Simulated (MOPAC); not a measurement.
Input for MOPAC: AM1 on SeF, 2S+1 = 2, a spin state set in the input, which need not be the lowest, a point of a bond scan (R = 1.842 Å).

```
AM1 1SCF PRECISE CHARGE=0 UHF MS=0.5 THREADS=1
FSe

F      0.00000000 1     0.00000000 1     0.00000000 1
Se     0.00000000 1     0.00000000 1     1.84181900 1
```

Output:

```
*******************************************************************************
 **                                                                           **
 **                              MOPAC v23.2.5                                **
 **                                                                           **
 *******************************************************************************
 ** MOPAC's Digital Object Identifier: https://doi.org/10.5281/zenodo.6511958 **
 **                                                                           **
 ** Please cite the open-source release paper for use of this MOPAC version:  **
 ** J. E. Moussa and J. J. P. Stewart (2026)                                  **
 ** MOPAC: An open-source semiempirical molecular orbital program             **
 ** J. Open Source Softw., 11(119), 8025, https://doi.org/10.21105/joss.08025 **
 *******************************************************************************

                              AM1 CALCULATION RESULTS

 *******************************************************************************
 *  AM1        - The AM1 Hamiltonian to be used
 *  UHF        - UNRESTRICTED HARTREE-FOCK CALCULATION
 *
 *
 *
 *                 CHARGE ON SYSTEM = 0
 *
 *
 *
 *  MS=        - IN MECI, MAGNETIC COMPONENT OF SPIN =  0.5
 *  PRECISE    - TIGHTER CRITERIA TO BE USED
 *  1SCF       - DO 1 SCF AND THEN STOP
 *  THREADS=1  - MULTI-THREADING NOT USED
 *  T=         - A TIME OF 172800.0 SECONDS REQUESTED
 *  DUMP=N     - RESTART FILE WRITTEN EVERY 7200.0 SECONDS REQUESTED
 *******************************************************************************
AM1 1SCF PRECISE CHARGE=0 UHF MS=0.5 THREADS=1
 FSe

   ATOM   CHEMICAL          X               Y               Z
  NUMBER   SYMBOL      (ANGSTROMS)     (ANGSTROMS)     (ANGSTROMS)

     1       F          0.00000000  *   0.00000000  *   0.00000000  *
     2      Se          0.00000000  *   0.00000000  *   1.84181900  *



          CARTESIAN COORDINATES

    NO.       ATOM           X           Y           Z

     1         F          0.0000      0.0000      0.0000
     2        Se          0.0000      0.0000      1.8418

  F: (AM1): M.J.S. DEWAR AND E. G. ZOEBISCH, THEOCHEM, 180, 1 (1988).
 Se: (AM1): J. J. P. STEWART, J. MOL. MOD., 10, 155-164 (2004)

           Empirical Formula: F Se  =     2 atoms



      MOLECULAR POINT GROUP   :   C*v


          UHF CALCULATION, NO. OF ALPHA ELECTRONS =    7
                           NO. OF BETA  ELECTRONS =    6

 -------------------------------------------------------------------------------
 AM1 1SCF PRECISE CHARGE=0 UHF MS=0.5 THREADS=1
 FSe



     1SCF WAS SPECIFIED, SO BFGS WAS NOT USED
     SCF FIELD WAS ACHIEVED


                              AM1 CALCULATION
                                                       MOPAC v23.2.5 Linux




          FINAL HEAT OF FORMATION =         -1.63547 KCAL/MOL =      -6.84283 KJ/MOL


          COSMO AREA              =         73.34 SQUARE ANGSTROMS
          COSMO VOLUME            =         56.66 CUBIC ANGSTROMS

          IONIZATION POTENTIAL    =          7.411947 EV
          ALPHA SOMO LUMO (EV)    =         -8.003 -0.282
          BETA  SOMO LUMO (EV)    =         -7.412 -2.615
          NO. OF ALPHA ELECTRONS  =          7
          NO. OF BETA  ELECTRONS  =          6
          MOLECULAR WEIGHT        =         97.9584         POINT GROUP:  C*v

          MOLECULAR DIMENSIONS (Angstroms)

            Atom       Atom       Distance
           Se     2    F     1     1.84182
           Se     2    F     1     0.00000
            F     1   Se     2     0.00000


          SCF CALCULATIONS        =          1





   ATOM   CHEMICAL          X               Y               Z
  NUMBER   SYMBOL      (ANGSTROMS)     (ANGSTROMS)     (ANGSTROMS)

     1       F          0.00000000  *   0.00000000  *   0.00000000  *
     2      Se          0.00000000  *   0.00000000  *   1.84181900  *

                             CARTESIAN COORDINATES

   1    F        0.000000000     0.000000000     0.000000000
   2   Se        0.000000000     0.000000000     1.841819000


           Empirical Formula: F Se  =     2 atoms



      MOLECULAR POINT GROUP   :   C*v


          ALPHA EIGENVALUES
 -45.40169 -21.15899 -14.57411 -14.39511 -13.90433  -9.08132  -8.00345  -0.28195


           BETA EIGENVALUES
 -45.27116 -17.98296 -14.34903 -13.95828 -12.91515  -7.41195  -2.61492   0.12342


              NET ATOMIC CHARGES AND DIPOLE CONTRIBUTIONS

  ATOM NO.   TYPE          CHARGE      No. of ELECS.   s-Pop       p-Pop
    1          F          -0.278077        7.2781     1.96395     5.31412
    2         Se           0.278077        5.7219     1.97920     3.74272
 DIPOLE           X         Y         Z       TOTAL
 POINT-CHG.     0.000     0.000     2.460     2.460
 HYBRID        -0.000    -0.000    -0.523     0.523
 SUM           -0.000    -0.000     1.937     1.937


          ATOMIC ORBITAL ELECTRON POPULATIONS

     Atom    s        px        py        pz
    1  F   1.96395   2.00000   1.94298   1.37115
    2 Se   1.97920   2.00000   1.05702   0.68570


                    (SZ)    =    0.500000
                    (S**2)  =    0.752773


          ATOMIC ORBITAL SPIN POPULATIONS

    Atom   Total    s     px     py     pz
         Atomic
    1  F  0.0199  0.002  0.000  0.057 -0.039
    2 Se  0.9801  0.007  0.000  0.943  0.030

 **********************
 *                    *
 * JOB ENDED NORMALLY *
 *                    *
 **********************




 == MOPAC DONE ==
```

The run finished.

Cost: around 0.020 core-seconds (rough).
